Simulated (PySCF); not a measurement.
# Where does `CN(C)CC(F)(F)F` (C4H8F3N) take a proton?

Molecule: `CN(C)CC(F)(F)F` (C4H8F3N). Atom numbers as in the mapped SMILES `[CH3:1][N:2]([CH3:3])[CH2:4][C:5]([F:6])([F:7])[F:8]`.

Level of theory: ωB97X-D3(BJ)/def2-TZVP single points in PySCF, grid level 2; every species was optimised with PBE0-D3(BJ)/def2-SVP. Thermal corrections: PBE0-D3(BJ)/def2-SVP frequencies, unscaled, ideal gas at 298.15 K and 1 bar, quasi-RRHO entropy.

```csv
site,product,PA / kcal/mol,GB / kcal/mol
N2 (amine nitrogen),C[NH+](C)CC(F)(F)F,218.3,210.5
```

PA is −ΔH and GB is −ΔG of B + H⁺ → BH⁺ in the gas phase. Sites whose products fell apart, merged with another or lost in a GFN2-xTB screen aren't listed.

In dichloromethane the product from N2 is solvated 53.9 kcal/mol more strongly than the parent (electrostatics only).

Measured values (NIST Chemistry WebBook, evaluated or the median of agreeing entries): proton affinity (−ΔH) 903 kJ/mol (computed 913, difference 10); gas-phase basicity (−ΔG) 872 kJ/mol (computed 881, difference 9).
